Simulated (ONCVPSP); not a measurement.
Cl (Z = 17): variants of one ONCV potential

Base potential:

ONCVPSP 4.0.1 input, shortened (lines: element, Z, core and valence counts, functional; n l f; lmax; l rc ep ncon nbas qcut; lloc lpopt rc5 dvloc0; l nproj debl; icmod fcfact rcfact), PBE, fully relativistic:

```
  Cl 17.00    3    2        4      upf
    1    0    2.00
    2    0    2.00
    2    1    6.00
    3    0    2.00
    3    1    5.00
    2
    0    1.10    0.00    4    8    6.30
    1    1.30    0.00    4    9    5.60
    2    1.00    0.22    4    7    8.40
    2    5    1.00    0.00
    0    2    0.70
    1    1    2.30
    2    0    2.30
    3    3.00    1.50
```

Open shells are filled in proportion to 2j + 1.

In the s channel the program set the typed energies aside and used -0.760, 0.250 Ha.

Cutoffs, loose and tight: the cutoffs (Ha) at which the residual kinetic energy of the hardest occupied pseudo-wave falls to 1 and 0.1 mHa per electron. They do not see the model core or the augmentation charge, which bear on the density cutoff. Test errors are all-electron minus pseudo excitation energies from the reference, over the configurations 3s2 3p4; 3s2 3p3; 3s2 3p2; 3s2 3p1. A dash means not determined; rows that change the core or the reference have their own tests.

A true bound ghost makes a file unfit for plane-wave use even where its test errors are small: the radial tests pick states by their node count and pass the ghost by.

```tsv
change	outcome	cutoff, loose	cutoff, tight	bound ghosts	GHOST(+) flags above zero	largest test error (meV)
base	generated, projector energies reset by the program	16 Ha	128 Ha	s	s	+139
p: rc 1.14	generated, projector energies reset by the program	16 Ha	128 Ha	s	s	+138
p: rc 1.26	generated, projector energies reset by the program	16 Ha	128 Ha	s	s	+140
p: rc 1.34	generated, projector energies reset by the program	16 Ha	128 Ha	s	s	+137
p: rc 1.44	generated, projector energies reset by the program	16 Ha	128 Ha	s	s	+129
p: rc 1.58	generated, projector energies reset by the program	16 Ha	128 Ha	s	s	+113
p: rc 1.64	generated, projector energies reset by the program	16 Ha	128 Ha	s	s	+103
p: rc 1.76	generated, projector energies reset by the program	16 Ha	128 Ha	s	s	+82
```

What comes out with this change to the base: p: rc 1.86?

outcome: generated, projector energies reset by the program; cutoff, loose: 16 Ha; cutoff, tight: 128 Ha; bound ghosts: s; GHOST(+) flags above zero: s; largest test error (meV): +64.

What comes out with this change to the base: p: rc 1?

outcome: generated, projector energies reset by the program; cutoff, loose: 216 Ha; cutoff, tight: 275 Ha; bound ghosts: s; GHOST(+) flags above zero: s; largest test error (meV): +126.

What comes out with this change to the base: p: rc 0.92?

outcome: failed: test_data: rc < rc(lloc) for l = 1. Not allowed.. Cause: the input breaks a rule of the program: no channel may have a smaller radius than the local channel.

Reading the sweep of the p radius (base included, trends over the rows without a ghost): Bound ghosts are found at 1, 1.14, 1.26, 1.3, 1.34, 1.44, 1.58, 1.64, 1.76, 1.86 bohr. Every judged row has one, so this setting neither creates nor removes them. The generation fails at 0.92 bohr.
